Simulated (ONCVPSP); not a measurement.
**Before and after: ONCV potential for mercury**

Hg, optimised norm-conserving Vanderbilt (ONCV), made with ONCVPSP 4.0.1 (revPBE, fully relativistic). Core [Kr] 4d10 4f14, reference 5s2 5p6 5d10 6s2. Waves: 5s+6s: rc 1.75 bohr, ncon 5, nbas 9, qcut 6.1 1/bohr, 2 projectors; 5p: rc 1.05 bohr, ncon 4, nbas 7, qcut 6.8 1/bohr, 2 projectors, debl 1.3 Ha; 5d: rc 1.90 bohr, ncon 3, nbas 7, qcut 8 1/bohr, 2 projectors, debl 1.9 Ha. Local part: polynomial inside 0.95 bohr (lpopt 5, dvloc0 2 Ha). Core correction: none.

Open shells are filled in proportion to 2j + 1.

In the p channel the program set the typed energies aside and used -2.262, 0.250 Ha (j = l + 1/2; the other j can differ).

Change: d: rc 2.08.

Cutoffs: the cutoffs (Ha) at which the residual kinetic energy of the hardest occupied pseudo-wave falls to 1 and 0.1 mHa per electron; they do not see the model core or the augmentation charge, which bear on the density cutoff. Errors are all-electron minus pseudo energies relative to the spin-unpolarised reference configuration.

Task: Predict the effect on cutoff, ghosts and configuration errors.

Result: The potential gets neither clearly harder nor softer (125 Ha and 146 Ha → 125 Ha and 146 Ha); the lowest positive-energy flag moves from s at 43.6 eV to d3/2 at 26.1 eV; of the 4 tests that both files solve, the error grows in 2 and shrinks in 0 by more than 15 % and 0.3 meV (median size 7.9 → 8.9 meV); neither file shows a bound ghost.

| quantity | base | changed |
| --- | --- | --- |
| cutoff, loose | 125 Ha | 125 Ha |
| cutoff, tight | 146 Ha | 146 Ha |
| loose cutoff by channel | s 16 Ha, p 125 Ha, d 21 Ha | s 16 Ha, p 125 Ha, d 21 Ha |
| bound ghosts | none | none |
| GHOST(+) flags under 300 eV | s at 43.6 eV | d3/2 at 26.1 eV, s at 43.6 eV |
| error for 5s2 5p6 5d10 6s1, meV [ΔE 10.59 eV] | -1.5 | -1.3 |
| error for 5s2 5p6 5d10 6s0, meV [ΔE 29.43 eV] | -8.8 | -8.4 |
| error for 5s2 5p6 5d9 6s0, meV [ΔE 64.88 eV] | -6.9 | -9.4 |
| error for 5s2 5p5 5d10 6s2, meV [ΔE 74.47 eV] | -10 | -20 |
| s: phases at 1.77 bohr within 0.05 rad from the reference energy up to (Ha; the scan ends near 5) | 1.5 | 1.5 |
| p3/2: phases at 1.07 bohr within 0.05 rad from the reference energy up to (Ha; the scan ends near 5) | to the end of the scan | to the end of the scan |
| p1/2: phases at 1.07 bohr within 0.05 rad from the reference energy up to (Ha; the scan ends near 5) | to the end of the scan | to the end of the scan |
